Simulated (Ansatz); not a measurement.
(1-methylcyclobutyl)silane (C₅H₁₂Si), SMILES CC1([SiH3])CCC1.

Coordinates come from a B3LYP-D3(BJ)/def2-SVP optimisation.

Two levels are set side by side: PBE/def2-SVPD (Ansatz, a program for electronic structure) and CAM-B3LYP/def2-SVPD (Ansatz). Energy differences of separate SCF runs at the same geometry; the states with an electron removed or added have multiplicity 2 and 2. Differences are taken from unrounded values.

```tsv
quantity	CAM-B3LYP
vertical ionisation energy (eV)	9.74
vertical singlet–triplet gap (eV)	7.25
```

Q: What does PBE give, and how far is it from CAM-B3LYP? (Estimate from the structure and the level; the computed values follow.)

A: 
```tsv
quantity	PBE	PBE minus CAM-B3LYP
vertical ionisation energy (eV)	9.26	-0.48
vertical singlet–triplet gap (eV)	6.42	-0.83
```
